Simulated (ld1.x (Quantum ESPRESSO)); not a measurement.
**Which change was made? (Al, TM)**

* Element: aluminium (Al)
* Generator: ld1.x (Quantum ESPRESSO) 7.5
* Type: norm-conserving Troullier–Martins (Kleinman–Bylander form)
* Functional: revPBE
* Relativity: scalar-relativistic
* Frozen core: [Ne]
* Valence charge: 3
* Reference configuration: 3s2 3p1
* Partial waves: 3s (bound): rc 1.55 bohr; 3p (bound): rc 1.80 bohr
* Local potential: all-electron potential smoothed inside 1.25 bohr (lloc = -1)
* Core correction: a·sin(br)/r model core inside 1.45 bohr

Cutoffs, loose and tight: the cutoffs (Ry, on a coarse ladder) from which the occupation-weighted sum of valence levels, in a spherical-Bessel basis at the reference potential, stays within 10 and 1 mRy of its value at 400 Ry. They do not see the model core or the augmentation charge, which bear on the density cutoff. Test errors are all-electron minus pseudo excitation energies from the reference, over the configurations 3s2 3p0; 3s1 3p0; 3s2 3p0.5; 3s1 3p2; 3s2 3p1.3; 3s1 3p1; 3s0 3p3; variants that change the core or the reference have their own tests.

The base gives: outcome: generated; cutoff, loose: 21 Ry; cutoff, tight: 50 Ry; bound ghosts: none; largest test error (meV): +45.

Problem. After one change the result is: outcome: generated; cutoff, loose: 12 Ry; cutoff, tight: 50 Ry; bound ghosts: none; largest test error (meV): +99. Which change was it?
A. local potential all-electron potential smoothed inside 1.12 bohr (lloc = -1)
B. local potential all-electron potential smoothed inside 0.94 bohr (lloc = -1)
C. local potential all-electron potential smoothed inside 1.36 bohr (lloc = -1)
D. local potential all-electron potential smoothed inside 0.78 bohr (lloc = -1)

Solution. A. The others give: local potential all-electron potential smoothed inside 1.36 bohr (lloc = -1) → outcome: generated; cutoff, loose: 18 Ry; cutoff, tight: 50 Ry; bound ghosts: none; largest test error (meV): +49 | local potential all-electron potential smoothed inside 0.78 bohr (lloc = -1) → outcome: generated; cutoff, loose: 25 Ry; cutoff, tight: 50 Ry; bound ghosts: s; largest test error (meV): +15 | local potential all-electron potential smoothed inside 0.94 bohr (lloc = -1) → outcome: generated; cutoff, loose: 30 Ry; cutoff, tight: 50 Ry; bound ghosts: s; largest test error (meV): +14.
